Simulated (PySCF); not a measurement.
# Radial density of Cl²⁺ (chlorine, charge +2)

PBEsol, [Ne] 3s1 3p4, high-spin 4P determinant (an excited configuration). All numbers are calculated (PySCF 2.14, the non-relativistic Hamiltonian (point nucleus), in aug-cc-pwCVDZ).

```json
{"r (bohr)": "0.00127", "4πr²ρ (e/bohr)": "0.06164", "4πr²(ρα − ρβ)": "0.0003"}
{"r (bohr)": "0.00213", "4πr²ρ (e/bohr)": "0.1699", "4πr²(ρα − ρβ)": "0.0008"}
{"r (bohr)": "0.00358", "4πr²ρ (e/bohr)": "0.4563", "4πr²(ρα − ρβ)": "0.0020"}
{"r (bohr)": "0.00603", "4πr²ρ (e/bohr)": "1.190", "4πr²(ρα − ρβ)": "0.0053"}
{"r (bohr)": "0.0101", "4πr²ρ (e/bohr)": "2.926", "4πr²(ρα − ρβ)": "0.0129"}
{"r (bohr)": "0.0171", "4πr²ρ (e/bohr)": "6.557", "4πr²(ρα − ρβ)": "0.0286"}
{"r (bohr)": "0.0287", "4πr²ρ (e/bohr)": "12.53", "4πr²(ρα − ρβ)": "0.0534"}
{"r (bohr)": "0.0482", "4πr²ρ (e/bohr)": "18.51", "4πr²(ρα − ρβ)": "0.0767"}
{"r (bohr)": "0.0811", "4πr²ρ (e/bohr)": "18.44", "4πr²(ρα − ρβ)": "0.0910"}
{"r (bohr)": "0.136", "4πr²ρ (e/bohr)": "13.55", "4πr²(ρα − ρβ)": "0.2062"}
{"r (bohr)": "0.230", "4πr²ρ (e/bohr)": "16.70", "4πr²(ρα − ρβ)": "0.5139"}
{"r (bohr)": "0.386", "4πr²ρ (e/bohr)": "17.77", "4πr²(ρα − ρβ)": "0.3072"}
{"r (bohr)": "0.650", "4πr²ρ (e/bohr)": "6.208", "4πr²(ρα − ρβ)": "0.1809"}
{"r (bohr)": "1.09", "4πr²ρ (e/bohr)": "3.654", "4πr²(ρα − ρβ)": "2.1166"}
{"r (bohr)": "1.84", "4πr²ρ (e/bohr)": "2.551", "4πr²(ρα − ρβ)": "1.4999"}
{"r (bohr)": "3.09", "4πr²ρ (e/bohr)": "0.2283", "4πr²(ρα − ρβ)": "0.1053"}
{"r (bohr)": "5.20", "4πr²ρ (e/bohr)": "0.001407", "4πr²(ρα − ρβ)": "0.0004"}
{"r (bohr)": "8.74", "4πr²ρ (e/bohr)": "3.798e-05", "4πr²(ρα − ρβ)": "0.0000"}
```
